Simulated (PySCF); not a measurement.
C5H14Si, SMILES CC(C)(C[SiH3])C, GFN2-xTB optimised geometry.

```
20

C      1.38    -0.10     0.00
C     -0.15    -0.10     0.00
C     -0.64    -0.81     1.27
C     -0.66     1.34     0.00
C     -0.68    -0.87    -1.22
Si    -0.34    -0.17    -2.95
H      1.77    -1.12    -0.02
H      1.76     0.38     0.90
H      1.77     0.43    -0.86
H     -1.73    -0.80     1.32
H     -0.30    -1.84     1.30
H     -0.26    -0.30     2.16
H     -0.25     1.89    -0.84
H     -1.74     1.36    -0.07
H     -0.36     1.84     0.92
H     -0.30    -1.89    -1.18
H     -1.77    -0.96    -1.11
H     -1.03     1.10    -3.16
H     -0.84    -1.14    -3.92
H      1.10     0.02    -3.19
```

Density from B3LYP/def2-SVP in PySCF at that geometry.

Minimum of the electron density along straight lines between bonded atoms, close to the bond critical point (lines longer than 1.1 times the sum of covalent radii, or with two minima, are not listed):

```tsv
bond	length / Å	ρ at the minimum / e bohr⁻³	∇²ρ there / e bohr⁻⁵	position (fraction from the first atom)
C1–C2	1.529	0.246	-0.57	0.50
C2–C3	1.534	0.244	-0.56	0.50
C2–C4	1.529	0.246	-0.57	0.50
C2–C5	1.535	0.241	-0.53	0.50
C5–Si6	1.903	0.112	0.30	0.62
C1–H7	1.088	0.277	-1.01	0.62
C1–H8	1.088	0.277	-1.01	0.62
C1–H9	1.087	0.278	-1.02	0.62
C3–H10	1.088	0.277	-1.01	0.62
C3–H11	1.088	0.277	-1.01	0.62
C3–H12	1.088	0.277	-1.01	0.62
C4–H13	1.087	0.277	-1.01	0.62
C4–H14	1.088	0.277	-1.01	0.62
C4–H15	1.088	0.277	-1.01	0.62
C5–H16	1.093	0.271	-0.95	0.62
C5–H17	1.094	0.271	-0.95	0.62
Si6–H18	1.465	0.116	0.33	0.49
Si6–H19	1.466	0.116	0.33	0.49
Si6–H20	1.465	0.116	0.33	0.49
```
